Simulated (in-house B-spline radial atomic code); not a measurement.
Radial electron density of Sc+, [Ar] 3d1 4s1. Method: scalar-relativistic (X2C) BHandHLYP, spin-polarised, spherical fractional occupations, exact exchange averaged over the configuration, Fermi nucleus of rms radius 3.5459 fm. Calculated with a radial B-spline atomic code at the basis-set limit.

Columns: r (bohr), 4πr²n(r) (electrons per bohr), bar.

```
 0.00259    0.564 #
 0.00317   0.8103 #
 0.00387    1.153 ##
 0.00473    1.635 ###
 0.00578      2.3 ####
 0.00707    3.211 #####
 0.00864    4.427 #######
  0.0106    6.056 ##########
  0.0129    8.048 ##############
  0.0158    10.57 ##################
  0.0193    13.49 #######################
  0.0235    16.63 ############################
  0.0287    19.82 ##################################
  0.0351     22.6 ######################################
  0.0429    24.42 #########################################
  0.0525    24.82 ##########################################
  0.0641    23.67 ########################################
  0.0783    21.42 ####################################
  0.0957    19.15 ################################
   0.117    18.25 ###############################
   0.143    19.62 #################################
   0.175    22.83 #######################################
   0.213    25.75 ############################################
   0.261    25.99 ############################################
   0.319    22.16 ######################################
   0.389    15.69 ###########################
   0.476    9.673 ################
   0.581    6.993 ############
    0.71    7.534 #############
   0.868    8.844 ###############
    1.06    8.557 ##############
     1.3    6.375 ###########
    1.58    3.806 ######
    1.93    1.895 ###
    2.36   0.9587 ##
    2.89    0.595 #
    3.53    0.394 #
    4.31    0.215 
    5.27  0.08359 
    6.44  0.02143 
    7.87 0.003328 
    9.62 0.0002819 
    11.8 1.086e-05
```

On this grid the curve has 3 maxima, near 0.0525, 0.261, 0.868 bohr.

The 3d up radial function P(r) = rR(r), positive near the nucleus:

| r (bohr) | P |
| --- | --- |
| 0.0287 | 0.000916 |
| 0.0429 | 0.002768 |
| 0.0641 | 0.008033 |
| 0.0957 | 0.022 |
| 0.143 | 0.05595 |
| 0.213 | 0.1278 |
| 0.319 | 0.2599 |
| 0.476 | 0.4503 |
| 0.71 | 0.6483 |
| 1.06 | 0.7488 |
| 1.58 | 0.6786 |
| 2.36 | 0.4749 |
| 3.53 | 0.2357 |
| 5.27 | 0.06852 |
| 7.87 | 0.008684 |
